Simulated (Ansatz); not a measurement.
Ansatz (an electronic-structure program) input (B3LYP-D3(BJ)/def2-TZVP):

Ansatz 0.2 input:
```yaml
crystal:
  periodic: [false, false, false]
  atoms:
    - {symbol: C, position_ang: [-1.88116160, -1.18629398, 0.06791425]}
    - {symbol: C, position_ang: [-0.91280781, -0.33881298, 0.88856773]}
    - {symbol: C, position_ang: [0.06372466, 0.55210195, 0.08570421]}
    - {symbol: C, position_ang: [0.96078474, 1.26635912, 1.04433622]}
    - {symbol: C, position_ang: [-0.72787585, 1.61180509, -0.71782299]}
    - {symbol: C, position_ang: [0.91110925, -0.26735458, -0.91632325]}
    - {symbol: C, position_ang: [1.72354987, -1.40428395, -0.30412126]}
    - {symbol: H, position_ang: [-2.53149025, -1.76365143, 0.72749209]}
    - {symbol: H, position_ang: [-2.52266539, -0.57442132, -0.56781796]}
    - {symbol: H, position_ang: [-1.35644545, -1.89547074, -0.57437710]}
    - {symbol: H, position_ang: [-1.48405685, 0.31473242, 1.55514965]}
    - {symbol: H, position_ang: [-0.32839683, -0.99243672, 1.54044760]}
    - {symbol: H, position_ang: [1.87542946, 1.72965609, 0.69594745]}
    - {symbol: H, position_ang: [0.64264743, 1.47462121, 2.05744559]}
    - {symbol: H, position_ang: [-0.04504396, 2.28665965, -1.23651415]}
    - {symbol: H, position_ang: [-1.36583023, 1.14053714, -1.46855325]}
    - {symbol: H, position_ang: [-1.35796377, 2.21021108, -0.05758519]}
    - {symbol: H, position_ang: [0.25386228, -0.66357047, -1.69466633]}
    - {symbol: H, position_ang: [1.58814539, 0.42799285, -1.42208092]}
    - {symbol: H, position_ang: [2.36941726, -1.03988493, 0.49710279]}
    - {symbol: H, position_ang: [1.08176641, -2.18025874, 0.11630657]}
    - {symbol: H, position_ang: [2.35668502, -1.87584006, -1.05782646]}
basis:
  gaussian:
    orbitals: def2-TZVP
hamiltonian:
  xc: b3lyp
  dispersion: d3bj
magnetization: {spin_polarized: true, initial_magnetization: 1}
phonons: {temperatures: {t_min: 298.15, t_max: 298.15, t_step: 100}}
```

Output:

```
Functional definition: B3LYP
integrals: 0.33 GiB planned
1920 factors; their error is unknown
0.45 GiB of the device are held for the grids
2.17 GiB of device memory are held for the factors and their scratch space
mean field: 2.83 GiB planned
mean field evaluation 1: about -7485.8338 eV, gradient 6.4e1 eV
mean field evaluation 2: about -7467.1514 eV, gradient 8.7e1 eV
mean field evaluation 4: about -7505.5802 eV, gradient 5.3e0 eV
mean field evaluation 8: about -7505.6990 eV, gradient 9.3e-2 eV
mean field evaluation 16: about -7505.6424 eV, gradient 3.9e-4 eV
mean field -7505.64242206 eV, -275.8272715037 hartree, gradient 3.9e-5 eV, S^2 0.753919; 0 other end points of the search recorded, 0 dependent functions left out
the calculation of the forces begins
reference -7505.64276390 eV, -275.8272840658 hartree; 29, 28 occupied and 278, 279 virtual orbitals, 1920 factors
these checks for a lower state are left out or cut short: stability, starts, cluster_reference, orbital_swaps, neighbouring_geometries, increment
integrals: 0.33 GiB planned
1920 factors; their error is unknown
0.45 GiB of the device are held for the grids
2.17 GiB of device memory are held for the factors and their scratch space
mean field: 2.83 GiB planned
mean field -7505.64216996 eV, -275.8272622392 hartree, gradient 2.7e-6 eV, S^2 0.753919; 0 other end points of the search recorded, 0 dependent functions left out
the calculation of the forces begins
reference -7505.64251185 eV, -275.8272748033 hartree; 29, 28 occupied and 278, 279 virtual orbitals, 1920 factors
these checks for a lower state are left out or cut short: stability, starts, cluster_reference, orbital_swaps, neighbouring_geometries, increment
integrals: 0.33 GiB planned
1920 factors; their error is unknown
0.45 GiB of the device are held for the grids
2.17 GiB of device memory are held for the factors and their scratch space
mean field: 2.83 GiB planned
mean field evaluation 32: about -7505.6424 eV, gradient 2.2e-6 eV
mean field -7505.64235657 eV, -275.8272690968 hartree, gradient 2.7e-6 eV, S^2 0.753919; 0 other end points of the search recorded, 0 dependent functions left out
the calculation of the forces begins
reference -7505.64269835 eV, -275.8272816569 hartree; 29, 28 occupied and 278, 279 virtual orbitals, 1920 factors
these checks for a lower state are left out or cut short: stability, starts, cluster_reference, orbital_swaps, neighbouring_geometries, increment
integrals: 0.33 GiB planned
1920 factors; their error is unknown
0.45 GiB of the device are held for the grids
2.17 GiB of device memory are held for the factors and their scratch space
mean field: 2.83 GiB planned
mean field -7505.64220033 eV, -275.8272633551 hartree, gradient 2.7e-6 eV, S^2 0.753919; 0 other end points of the search recorded, 0 dependent functions left out
the calculation of the forces begins
reference -7505.64254221 eV, -275.8272759188 hartree; 29, 28 occupied and 278, 279 virtual orbitals, 1920 factors
these checks for a lower state are left out or cut short: stability, starts, cluster_reference, orbital_swaps, neighbouring_geometries, increment
integrals: 0.33 GiB planned
1920 factors; their error is unknown
0.45 GiB of the device are held for the grids
2.17 GiB of device memory are held for the factors and their scratch space
mean field: 2.83 GiB planned
mean field -7505.64232086 eV, -275.8272677845 hartree, gradient 2.7e-6 eV, S^2 0.753919; 0 other end points of the search recorded, 0 dependent functions left out
[...]
2.17 GiB of device memory are held for the factors and their scratch space
mean field: 2.83 GiB planned
mean field -7505.64231423 eV, -275.8272675410 hartree, gradient 2.7e-6 eV, S^2 0.753919; 0 other end points of the search recorded, 0 dependent functions left out
the calculation of the forces begins
reference -7505.64265604 eV, -275.8272801023 hartree; 29, 28 occupied and 278, 279 virtual orbitals, 1920 factors
these checks for a lower state are left out or cut short: stability, starts, cluster_reference, orbital_swaps, neighbouring_geometries, increment
integrals: 0.33 GiB planned
1920 factors; their error is unknown
0.45 GiB of the device are held for the grids
2.17 GiB of device memory are held for the factors and their scratch space
mean field: 2.83 GiB planned
mean field -7505.64241362 eV, -275.8272711933 hartree, gradient 2.7e-6 eV, S^2 0.753919; 0 other end points of the search recorded, 0 dependent functions left out
the calculation of the forces begins
reference -7505.64275547 eV, -275.8272837561 hartree; 29, 28 occupied and 278, 279 virtual orbitals, 1920 factors
these checks for a lower state are left out or cut short: stability, starts, cluster_reference, orbital_swaps, neighbouring_geometries, increment
integrals: 0.33 GiB planned
1920 factors; their error is unknown
0.45 GiB of the device are held for the grids
2.17 GiB of device memory are held for the factors and their scratch space
mean field: 2.83 GiB planned
mean field -7505.64239447 eV, -275.8272704896 hartree, gradient 2.7e-6 eV, S^2 0.753919; 0 other end points of the search recorded, 0 dependent functions left out
the calculation of the forces begins
reference -7505.64273631 eV, -275.8272830520 hartree; 29, 28 occupied and 278, 279 virtual orbitals, 1920 factors
these checks for a lower state are left out or cut short: stability, starts, cluster_reference, orbital_swaps, neighbouring_geometries, increment
integrals: 0.33 GiB planned
1920 factors; their error is unknown
0.45 GiB of the device are held for the grids
2.17 GiB of device memory are held for the factors and their scratch space
mean field: 2.83 GiB planned
mean field evaluation 896: about -7505.7003 eV, gradient 7.1e-4 eV
mean field -7505.64239525 eV, -275.8272705184 hartree, gradient 2.7e-6 eV, S^2 0.753919; 0 other end points of the search recorded, 0 dependent functions left out
the calculation of the forces begins
reference -7505.64273708 eV, -275.8272830802 hartree; 29, 28 occupied and 278, 279 virtual orbitals, 1920 factors
these checks for a lower state are left out or cut short: stability, starts, cluster_reference, orbital_swaps, neighbouring_geometries, increment
integrals: 0.33 GiB planned
1920 factors; their error is unknown
0.45 GiB of the device are held for the grids
2.17 GiB of device memory are held for the factors and their scratch space
mean field: 2.83 GiB planned
mean field -7505.64240605 eV, -275.8272709152 hartree, gradient 2.7e-6 eV, S^2 0.753919; 0 other end points of the search recorded, 0 dependent functions left out
the calculation of the forces begins
reference -7505.64274793 eV, -275.8272834791 hartree; 29, 28 occupied and 278, 279 virtual orbitals, 1920 factors
these checks for a lower state are left out or cut short: stability, starts, cluster_reference, orbital_swaps, neighbouring_geometries, increment
integrals: 0.33 GiB planned
1920 factors; their error is unknown
0.45 GiB of the device are held for the grids
2.17 GiB of device memory are held for the factors and their scratch space
mean field: 2.83 GiB planned
mean field -7505.64235132 eV, -275.8272689039 hartree, gradient 2.7e-6 eV, S^2 0.753919; 0 other end points of the search recorded, 0 dependent functions left out
the calculation of the forces begins
reference -7505.64269310 eV, -275.8272814642 hartree; 29, 28 occupied and 278, 279 virtual orbitals, 1920 factors
these checks for a lower state are left out or cut short: stability, starts, cluster_reference, orbital_swaps, neighbouring_geometries, increment
integrals: 0.33 GiB planned
1920 factors; their error is unknown
0.45 GiB of the device are held for the grids
2.17 GiB of device memory are held for the factors and their scratch space
mean field: 2.83 GiB planned
mean field -7505.64236645 eV, -275.8272694600 hartree, gradient 2.7e-6 eV, S^2 0.753919; 0 other end points of the search recorded, 0 dependent functions left out
the calculation of the forces begins
reference -7505.64270826 eV, -275.8272820210 hartree; 29, 28 occupied and 278, 279 virtual orbitals, 1920 factors
these checks for a lower state are left out or cut short: stability, starts, cluster_reference, orbital_swaps, neighbouring_geometries, increment
integrals: 0.33 GiB planned
1920 factors; their error is unknown
0.45 GiB of the device are held for the grids
2.17 GiB of device memory are held for the factors and their scratch space
mean field: 2.83 GiB planned
mean field evaluation 928: about -7505.6424 eV, gradient 2.3e-6 eV
mean field -7505.64241645 eV, -275.8272712975 hartree, gradient 2.7e-6 eV, S^2 0.753919; 0 other end points of the search recorded, 0 dependent functions left out
the calculation of the forces begins
reference -7505.64275831 eV, -275.8272838606 hartree; 29, 28 occupied and 278, 279 virtual orbitals, 1920 factors
these checks for a lower state are left out or cut short: stability, starts, cluster_reference, orbital_swaps, neighbouring_geometries, increment
integrals: 0.33 GiB planned
1920 factors; their error is unknown
0.45 GiB of the device are held for the grids
2.17 GiB of device memory are held for the factors and their scratch space
mean field: 2.83 GiB planned
mean field -7505.64235392 eV, -275.8272689993 hartree, gradient 2.7e-6 eV, S^2 0.753919; 0 other end points of the search recorded, 0 dependent functions left out
the calculation of the forces begins
reference -7505.64269571 eV, -275.8272815599 hartree; 29, 28 occupied and 278, 279 virtual orbitals, 1920 factors
these checks for a lower state are left out or cut short: stability, starts, cluster_reference, orbital_swaps, neighbouring_geometries, increment
integrals: 0.33 GiB planned
1920 factors; their error is unknown
0.45 GiB of the device are held for the grids
2.17 GiB of device memory are held for the factors and their scratch space
mean field: 2.83 GiB planned
mean field -7505.64237587 eV, -275.8272698062 hartree, gradient 2.7e-6 eV, S^2 0.753919; 0 other end points of the search recorded, 0 dependent functions left out
the calculation of the forces begins
reference -7505.64271775 eV, -275.8272823698 hartree; 29, 28 occupied and 278, 279 virtual orbitals, 1920 factors
Total energy: -7506.55971767 eV, -275.8609814955 hartree
Atom 0 at    -1.881162    -1.186294     0.067914 Å, force     0.001143     0.000941    -0.000336 eV/Å
Atom 1 at    -0.912808    -0.338813     0.888568 Å, force    -0.001056    -0.000499     0.000347 eV/Å
Atom 2 at     0.063725     0.552102     0.085704 Å, force     0.000137     0.000244    -0.000797 eV/Å
Atom 3 at     0.960785     1.266359     1.044336 Å, force     0.000569    -0.000492     0.000501 eV/Å
Atom 4 at    -0.727876     1.611805    -0.717823 Å, force     0.000280    -0.000432     0.000919 eV/Å
Atom 5 at     0.911109    -0.267355    -0.916323 Å, force     0.000448     0.000298     0.000019 eV/Å
Atom 6 at     1.723550    -1.404284    -0.304121 Å, force     0.000507     0.000006     0.000112 eV/Å
Atom 7 at    -2.531490    -1.763651     0.727492 Å, force     0.000017    -0.000004     0.000114 eV/Å
Atom 8 at    -2.522665    -0.574421    -0.567818 Å, force    -0.000761    -0.000319    -0.000183 eV/Å
Atom 9 at    -1.356445    -1.895471    -0.574377 Å, force     0.000692     0.000209     0.000502 eV/Å
Atom 10 at    -1.484057     0.314732     1.555150 Å, force    -0.000378     0.000068    -0.000017 eV/Å
Atom 11 at    -0.328397    -0.992437     1.540448 Å, force     0.000122     0.000268     0.000129 eV/Å
Atom 12 at     1.875429     1.729656     0.695947 Å, force    -0.000626     0.000065    -0.000061 eV/Å
Atom 13 at     0.642647     1.474621     2.057446 Å, force     0.000022     0.000086    -0.000505 eV/Å
Atom 14 at    -0.045044     2.286660    -1.236514 Å, force     0.000054    -0.000299    -0.000156 eV/Å
Atom 15 at    -1.365830     1.140537    -1.468553 Å, force    -0.000886     0.000611    -0.000211 eV/Å
Atom 16 at    -1.357964     2.210211    -0.057585 Å, force    -0.000154     0.000071     0.000063 eV/Å
Atom 17 at     0.253862    -0.663570    -1.694666 Å, force     0.000004     0.000104    -0.000113 eV/Å
Atom 18 at     1.588145     0.427993    -1.422081 Å, force     0.000293    -0.000382    -0.000086 eV/Å
Atom 19 at     2.369417    -1.039885     0.497103 Å, force     0.000018     0.000006     0.000081 eV/Å
Atom 20 at     1.081766    -2.180259     0.116307 Å, force    -0.000415    -0.000389    -0.000195 eV/Å
Atom 21 at     2.356685    -1.875840    -1.057826 Å, force    -0.000029    -0.000162    -0.000128 eV/Å
Dipole moment:    -0.037424    -0.005091    -0.031508 e Å
Vibrations: 104.69 114.03 131.13 220.39 224.09 236.41 266.52 303.05 322.19 359.45 402.25 461.55 487.92 565.74 699.87 776.62 803.93 853.44 941.51 973.38 983.62 1015.18 1019.27 1051.99 1071.28 1100.06 1177.16 1231.16 1253.15 1320.91 1322.23 1365.64 1378.11 1400.01 1413.14 1416.47 1460.85 1485.71 1486.99 1496.11 1499.61 1503.01 1507.93 1509.54 1516.24 3019.30 3022.04 3028.20 3034.08 3038.91 3050.45 3054.97 3088.69 3092.60 3093.58 3096.81 3097.60 3102.88 3132.35 3232.63 cm⁻¹, zero-point energy 5.481257 eV
```

It need not be the lowest isomer of its formula.
